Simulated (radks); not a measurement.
Results of a calculation; reference values are marked as such.
Gd VII, 58 electrons, occupied as [Kr] 4d10 4f6 5s2 5p4. Level of theory: Dirac Kohn-Sham, BLYP, spin-unpolarised, spherical densities, finite nucleus; open shells are shared between the two j in proportion to 2j + 1; Fermi nuclear charge, rms radius 5.1569 fm (a radial shooting solver on a logarithmic mesh with Libxc functionals).

Radial electron density D(r) = 4 pi r^2 rho(r):

```
   r/bohr * D(r) (the largest magnitude, 113, reaches the edge; | marks zero)
  0.00156 |   *
 0.001787 |    *
 0.002048 |     *
 0.002346 |       *
 0.002709 |         *
 0.003104 |           *
 0.003556 |             *
 0.004074 |                *
 0.004668 |                  *
 0.005348 |                      *
 0.006176 |                         *
 0.007075 |                             *
 0.008106 |                                *
 0.009287 |                                    *
  0.01064 |                                      *
  0.01219 |                                        *
  0.01408 |                                          *
  0.01613 |                                          *
  0.01848 |                                         *
  0.02117 |                                       *
  0.02426 |                                      *
  0.02801 |                                     *
  0.03209 |                                     *
  0.03677 |                                       *
  0.04212 |                                          *
  0.04826 |                                               *
  0.05529 |                                                   *
  0.06386 |                                                      *
  0.07316 |                                                      *
  0.08382 |                                                   *
  0.09603 |                                              *
     0.11 |                                          *
    0.126 |                                         *
   0.1456 |                                           *
   0.1668 |                                              *
   0.1911 |                                                *
   0.2189 |                                             *
   0.2508 |                                     *
   0.2896 |                           *
   0.3318 |                     *
   0.3802 |                   *
   0.4356 |                     *
    0.499 |                       *
   0.5717 |                      *
   0.6603 |                  *
   0.7564 |             *
   0.8667 |         *
   0.9929 |      *
    1.138 |     *
    1.303 |   *
    1.505 |  *
    1.724 | *
    1.976 |*
    2.263 *
    2.593 *
    2.971 *
    3.431 *
    3.931 *
    4.504 *
```

D(r) has 4 maxima, at r = 0.0153, 0.0675, 0.188, 0.515 bohr, and minima at 0.0294, 0.124, 0.371 bohr, inside which lie 2.01, 11.21, 29.33 electrons.
